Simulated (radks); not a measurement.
Problem. Spherical quantum dot in the effective-mass picture: electrons in a parabolic well V = omega^2 r^2 / 2 with omega = 0.292, all in effective atomic units (hartree* = m*/eps^2 hartree, bohr* = eps/m* bohr), one dielectric constant everywhere. Calculated with a radial shooting solver with Libxc functionals: non-relativistic Kohn-Sham, PBE, spin-polarised, spherical densities. Levels are named by radial order and angular momentum (1s, 1p, 1d, 2s, ...), and open shells are averaged over m. At N = 5 the configuration is 1s2 1p(up 3, down 0). Does electron 6 go into 1p down or 1d down or 1d up?

Solution. Into 1p down. The total energies of the other choices lie higher by 0.130 hartree* (1d up), 0.186 hartree* (1d down).
